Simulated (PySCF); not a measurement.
C₉H₇BF₂.
Structure used (PBE0-D3(BJ)/def2-SVP), in Å, numbered top down from 1:
```
atom  x, y, z in Å
F1     3.1517   -1.4371    0.5079
B2     2.9306   -0.1394    0.3712
F3     3.9901    0.6515    0.4251
C4     1.5108    0.4266    0.1642
C5     1.2287    1.7516    0.0634
C6    -0.2367    1.9876   -0.1202
C7    -0.8057    0.5984   -0.1175
C8    -2.1164    0.1591   -0.2506
C9    -2.3716   -1.2145   -0.2154
C10   -1.3281   -2.1289   -0.0497
C11   -0.0096   -1.6938    0.0859
C12    0.2479   -0.3226    0.0519
H13    1.9676    2.5542    0.1105
H14   -0.4443    2.5306   -1.0607
H15   -0.6497    2.6197    0.6873
H16   -2.9366    0.8698   -0.3818
H17   -3.3969   -1.5774   -0.3197
H18   -1.5485   -3.1989   -0.0262
H19    0.8046   -2.4091    0.2162
```

Computed with PySCF, TDDFT CAM-B3LYP/def2-SVPD, vertical, gas phase, core orbitals frozen in the response.

Transition dipole moments from the ground state, in atomic units and in the frame of the coordinates above (overall signs are arbitrary), for the states with f of 0.002 or more among the lowest 7:

```
state  E (hartree)      μx      μy      μz
   S1       0.1722  -0.388  -0.750  -0.007
   S2       0.1843   0.273   0.075   0.029
   S3       0.2119  -0.264  -1.018   0.018
   S4       0.2180  -0.465   0.040  -0.060
   S5       0.2356   0.022  -0.008  -0.204
   S6       0.2421   0.965   0.070   0.111
   S7       0.2505   1.586   1.069   0.133
```

(1) Work out the oscillator strengths.

(2) Which bond between heavy atoms lies closest to the direction of the S7 transition dipole?

(3) What angle do the transition dipoles of S6 and S7 make?

(4) What peak molar absorption coefficient would the strongest computed level give as a lone Gaussian band 0.5 eV wide at half height?

Answers

(1) f = (2/3) ΔE |μ|² with ΔE in hartree (27.2114 eV).

```json
{"state": "S1", "|μ|² (au)": "0.714", "|μ| (D)": "2.15", "f": "0.082"}
{"state": "S2", "|μ|² (au)": "0.081", "|μ| (D)": "0.72", "f": "0.010"}
{"state": "S3", "|μ|² (au)": "1.106", "|μ| (D)": "2.67", "f": "0.156"}
{"state": "S4", "|μ|² (au)": "0.221", "|μ| (D)": "1.19", "f": "0.032"}
{"state": "S5", "|μ|² (au)": "0.042", "|μ| (D)": "0.52", "f": "0.007"}
{"state": "S6", "|μ|² (au)": "0.949", "|μ| (D)": "2.48", "f": "0.153"}
{"state": "S7", "|μ|² (au)": "3.677", "|μ| (D)": "4.87", "f": "0.614"}
```

(2) B2–F3 and C4–C12, at 3° from it; next C7–C8 and C10–C11 at 15°.

(3) |cos θ| = |μa·μb| / (|μa| |μb|) = 0.87, so θ ≈ 30° (taken between 0 and 90°, since the signs are arbitrary).

(4) ε(max) = 2.175×10⁸ f / FWHM, with the width in cm⁻¹. S7: 2.175×10⁸ × 0.6141 / 4033 ≈ 33000 L mol⁻¹ cm⁻¹.

Hardware: one thread, Arm Neoverse N1 (aarch64) (shared host). Cost: 4.1 min wall, 1.6 GiB resident at most.
